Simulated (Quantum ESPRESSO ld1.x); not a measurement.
Ag4+, configuration [Kr] 4d7.

Method: Dirac Kohn-Sham, revPBE, spin-unpolarised, spherical densities, point nucleus; open shells fill j = l - 1/2 first; computed with ld1.x of Quantum ESPRESSO 7.5.

Energy parts (hartree):
part                     energy
total                  -5313.18
kinetic                 5560.99
electron-nucleus      -12795.83
Hartree                 2069.45
exchange-correlation    -147.80

Orbitals (lengths in bohr, moments of r in powers of bohr; <r^-3> diverges for s and p1/2; r(max) is where P^2 peaks; r(90%) holds 90 % of the orbital's charge):
orbital  occ.  eigenvalue (hartree)  <r^-3>  r(90%)   r(max)      <r>
1s1/2       2             -932.4959       -  0.0558  0.02015  0.03111
2s1/2       2             -139.0890       -   0.208   0.1141   0.1345
2p1/2       2             -129.3884       -   0.187  0.08820   0.1141
2p3/2       4             -122.9461    3494   0.194  0.09245   0.1192
3s1/2       2              -27.2344       -   0.542   0.3327   0.3681
3p1/2       2              -23.3788       -   0.542   0.3192   0.3599
3p3/2       4              -22.2410   627.7   0.558   0.3291   0.3707
3d3/2       4              -15.4252   96.45   0.544   0.2721   0.3435
3d5/2       6              -15.1959   90.79   0.549   0.2750   0.3470
4s1/2       2               -5.5502       -    1.30   0.8200   0.9010
4p1/2       2               -4.3197       -    1.41   0.8550   0.9582
4p3/2       4               -4.1245   107.9    1.45   0.8788   0.9858
4d3/2       4               -2.2120   11.43    1.83   0.9916    1.192
4d5/2       3               -2.1855   10.69    1.84    1.001    1.203

The highest occupied level is 4d5/2 at -59.470 eV. The density falls to 0.001 e/bohr^3 at r = 2.90 bohr. Summed over all electrons, <r^2> = 22.92 bohr^2, which gives a Langevin (diamagnetic) susceptibility term of -18.1 x 10^-6 cm^3/mol. For comparison, the ionisation energy in NIST's Atomic Spectra Database is 65 eV (theoretical). In exact Kohn-Sham theory the highest level is minus the ionisation energy, but local and semilocal functionals leave it too shallow, through self-interaction and a potential that decays too fast; potentials with the right tail come closer.

Beside tabulated values, note that spin-unpolarised runs miss the spin-polarisation part of the exchange energy of open shells.
